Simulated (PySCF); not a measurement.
**C6H6OS: calculation and literature**

Geometry (Å), atoms numbered from 1 in this order:
```xyz
14

C    -2.2920   -0.8198   -0.2231
C    -1.3633    0.3090   -0.5937
O    -1.7098    1.2583   -1.2627
C     0.0076    0.1926   -0.0979
C     1.0353    1.0708   -0.3397
C     2.2435    0.6866    0.2639
C     2.1278   -0.4776    0.9615
S     0.5463   -1.1267    0.8944
H    -1.8943   -1.7618   -0.5956
H    -2.3743   -0.8923    0.8596
H    -3.2742   -0.6422   -0.6520
H     0.9022    1.9543   -0.9373
H     3.1590    1.2446    0.1856
H     2.8857   -0.9962    1.5148
```

Published estimates (parent shift plus substituent increments) and measurements: δ 1H H12 7.69; H14 7.63; H13 7.12 ppm (estimated from measurements, as parent shift plus tabulated substituent increment; solution, not stated per compound (mostly CDCl3 or CCl4); Pretsch, Buehlmann, Badertscher, Structure Determination of Organic Compounds, 4th ed. (2009)).

How the numbers were obtained: geometry from GFN2-xTB, σ from GIAO-PBE0/pcSseg-1, in PySCF 2.14.0 with density-fitted response routines (equivalent nuclei averaged, gas phase, a single conformation, no relativistic terms).

**Question.** Set the calculated values beside the experiment.

**Answer.** 
Reference values: estimated from measurements, as parent shift plus tabulated substituent increment (solution, not stated per compound (mostly CDCl3 or CCl4); Pretsch, Buehlmann, Badertscher, Structure Determination of Organic Compounds, 4th ed. (2009)).
```
atoms  quantity  reference  computed  computed, scaled
  H12      δ 1H       7.69      8.19              7.81
  H14      δ 1H       7.63      7.34              7.01
  H13      δ 1H       7.12      7.31              6.99
```

Computed shifts are σ(ref) − σ with the named reference compound (TMS for H and C) calculated as an isolated molecule at the same level. The measured values may be among those fitted. Scaled to experiment by linear calibration (H and C: mostly CDCl3 data, vs TMS): 1H (scatter 0.17 ppm rms, 0.18 ppm with the 4 outliers that the fit left out). A few per cent of atoms miss by over 2 rms, more outside the fitted compound classes.

**Question.** How far are the unscaled 1H shifts from the references?

**Answer.** Mean signed difference +0.13 ppm, mean absolute 0.33 ppm over 3 comparisons; the largest is +0.50 ppm at H12 (hydrogen on an aromatic CH).
